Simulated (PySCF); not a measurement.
SMILES [CH2]Cl, doublet at its PBE0/def2-SVP optimised geometry (Å):

```
4

C     -0.1456    -0.2952     0.0000
Cl    -0.9440     1.2005     0.0000
H      0.9440    -0.2952     0.0000
H     -0.7520    -1.2005     0.0014
```

Level of theory: unrestricted PBE0/def2-TZVP in PySCF. Cells within 0.4 Å of a nucleus heavier than hydrogen are left out (blank, or x).

Map of the Laplacian of the electron density (e/bohr⁵), clipped to [-1.50, 1.50] on the plane z = 0.0 Å:

```
|5555555555555555555555555555555|
|5555555555555555555555555555555|
|5555555555555555555555555555555|
|5555555555555555555555555555555|
|5555555555555555555555555555555|
|5555555555555555555555555555555|
|5555555555555555555555555555555|
|5555555555433455555555555555555|
|5555555543999245555555555555555|
|5555555539xxx935555555555555555|
|5555555529xxx935555555555555555|
|5555555537xxx745555555555555555|
|5555555553696355555555555555555|
|5555555555433345555555555555555|
|5555555555554334555555555555555|
|55555555555545xx334455555555555|
|5555555555555xxxx10035555555555|
|5555555555554xxx522045555555555|
|5555555555543056444555555555555|
|5555555555540235555555555555555|
|5555555555500245555555555555555|
|5555555555541455555555555555555|
|5555555555555555555555555555555|
|5555555555555555555555555555555|
|5555555555555555555555555555555|
|5555555555555555555555555555555|
|5555555555555555555555555555555|
|5555555555555555555555555555555|
|5555555555555555555555555555555|
|5555555555555555555555555555555|
|5555555555555555555555555555555|
```
Scale: ten equal steps from -1.50 (start of '0') to 1.50 (end of '9'), in the order '0123456789'; x runs from -3.50 to 3.50, y from -3.50 (bottom) to 3.50 (top).
